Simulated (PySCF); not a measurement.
Electronic structure of Cu⁺ (copper, charge +1) at the UHF level

Configuration: [Ar] 3d9 4s1, high-spin 3D determinant (an excited configuration). Computed with PySCF 2.14 in x2c-QZVPPall, with scalar relativity by spin-free X2C-1e.

```json
{
 "Total energy": "-1652.925103 hartree",
 "One-electron energy": "-2291.7788 hartree",
 "Hartree (Coulomb) energy": "705.1188 hartree",
 "Exchange energy": "-66.2651 hartree",
 "⟨S²⟩": "2.0008",
 "⟨L²⟩": "6.016",
 "Sum of ⟨r⟩": "18.53 bohr",
 "Sum of ⟨r²⟩": "23.03 bohr²",
 "Traceless quadrupole moment −½Σ⟨3z² − r²⟩ along its main axis": "-0.237 e·bohr²",
 "Langevin diamagnetic susceptibility": "-18.2 ×10⁻⁶ cm³/mol"
}
```

```json
{"shell": "1s α", "electrons": "1", "mean orbital energy (hartree)": "-333.06158", "spread (hartree)": "0", "rms radius, mean of both spins (bohr)": "0.0601"}
{"shell": "1s β", "electrons": "1", "mean orbital energy (hartree)": "-333.05747", "spread (hartree)": "0", "rms radius, mean of both spins (bohr)": "0.0601"}
{"shell": "2s α", "electrons": "1", "mean orbital energy (hartree)": "-42.26745", "spread (hartree)": "0", "rms radius, mean of both spins (bohr)": "0.254"}
{"shell": "2s β", "electrons": "1", "mean orbital energy (hartree)": "-42.22381", "spread (hartree)": "0", "rms radius, mean of both spins (bohr)": "0.254"}
{"shell": "2p α", "electrons": "3", "mean orbital energy (hartree)": "-36.40561", "spread (hartree)": "0.04284", "rms radius, mean of both spins (bohr)": "0.228"}
{"shell": "2p β", "electrons": "3", "mean orbital energy (hartree)": "-36.36633", "spread (hartree)": "0.00210", "rms radius, mean of both spins (bohr)": "0.228"}
{"shell": "3s α", "electrons": "1", "mean orbital energy (hartree)": "-5.78779", "spread (hartree)": "0", "rms radius, mean of both spins (bohr)": "0.762"}
{"shell": "3s β", "electrons": "1", "mean orbital energy (hartree)": "-5.67194", "spread (hartree)": "0", "rms radius, mean of both spins (bohr)": "0.762"}
{"shell": "3p α", "electrons": "3", "mean orbital energy (hartree)": "-3.98677", "spread (hartree)": "0.08761", "rms radius, mean of both spins (bohr)": "0.811"}
{"shell": "3p β", "electrons": "3", "mean orbital energy (hartree)": "-3.85975", "spread (hartree)": "0.06183", "rms radius, mean of both spins (bohr)": "0.811"}
{"shell": "3d α", "electrons": "5", "mean orbital energy (hartree)": "-1.08699", "spread (hartree)": "0.10534", "rms radius, mean of both spins (bohr)": "1.05"}
{"shell": "3d β", "electrons": "4", "mean orbital energy (hartree)": "-1.02526", "spread (hartree)": "0.08152", "rms radius, mean of both spins (bohr)": "1.05"}
{"shell": "4s α", "electrons": "1", "mean orbital energy (hartree)": "-0.61001", "spread (hartree)": "0", "rms radius, mean of both spins (bohr)": "2.76"}
```

Densities and radii are taken from the X2C orbitals without a picture-change correction, which distorts them close to the nucleus.

Spin-orbit constants ζ (cm⁻¹) from the X2C one-electron operator on these orbitals: bare nucleus, nucleus screened by l(l+1)(2l+1)/3 electrons, and screened by the Breit-Pauli mean field of the electrons.

```json
{"shell": "2p", "bare": "115100", "screened nucleus": "107200", "mean field": "n/a"}
{"shell": "3p", "bare": "14360", "screened nucleus": "13370", "mean field": "n/a"}
{"shell": "3d", "bare": "1405", "screened nucleus": "920.7", "mean field": "n/a"}
```

To first order the Landé constant is A = -460.3 cm⁻¹, so the lowest level has J = 3 and lies 0.114 eV below the centre of the term. This holds in LS coupling only.
